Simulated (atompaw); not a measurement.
## hafnium: one change to a PAW (atompaw) potential, before and after

```
Element                 : Hf (Z = 72)
Generator               : atompaw 4.2.0.5
Type                    : PAW
Functional              : LDA (PW92)
Relativity              : scalar-relativistic
Frozen core             : [Xe]
Valence charge          : 18
Reference configuration : 4f14 5d1 6s0 6p0 (charge +3)
Partial waves           : 6s (bound, empty): rc 2.80 bohr; 6s channel at -1.05 Ry: rc 2.80 bohr; 6p (bound, empty): rc 2.70 bohr; 6p channel at 3.3 Ry: rc 2.80 bohr; 5d (bound): rc 2.80 bohr; 5d channel at -1.3 Ry: rc 2.80 bohr; 4f (bound): rc 0.65 bohr; 4f channel at 1.3 Ry: rc 0.65 bohr
Local potential         : ultrasoft scheme with l = 4 at 1 Ry, radius 2.30 bohr
Core correction         : smooth core density matched at 1.95 bohr
Augmentation charge     : besselshape compensation charge, radius 2.65 bohr; PAW radius 2.80 bohr; waves and projectors: custom polynom vanderbiltortho
```

Change: local potential ultrasoft scheme with l = 4 at 1 Ry, radius 1.20 bohr.

Cutoffs: the cutoffs (Ry, on a coarse ladder) from which the occupation-weighted sum of valence levels, in a spherical-Bessel basis at the reference potential, stays within 10 and 1 mRy of its value at 400 Ry; they do not see the model core or the augmentation charge, which bear on the density cutoff.

Q: What does the change do?

A: Both files keep a bound ghost (p, s); the range in which the d phases agree narrows (upper end at the end of the scan → 0.7).

| quantity | base | changed |
| --- | --- | --- |
| bound ghosts | s, p | s, p |
| s: phases at 2.81 bohr within 0.05 rad from the reference energy up to (Ry; the scan ends near 5) | 2.5 | 3.2 |
| p: phases at 2.81 bohr within 0.05 rad from the reference energy up to (Ry; the scan ends near 5) | 4.9 | 4.3 |
| d: phases at 2.81 bohr within 0.05 rad from the reference energy up to (Ry; the scan ends near 5) | to the end of the scan | 0.7 |
| f: phases at 2.81 bohr within 0.05 rad from the reference energy up to (Ry; the scan ends near 5) | n/a | n/a |
| lowest overlap eigenvalue by channel | s 0.06, p 0.11, d 0.92, f 1.00 | s 0.01, p 0.09, d 0.90, f 0.95 |

 A true bound ghost makes a file unfit for plane-wave use even where its test errors are small: the radial tests pick states by their node count and pass the ghost by. The cutoffs see the waves, projectors and local potential, not the compensation charge or the core.
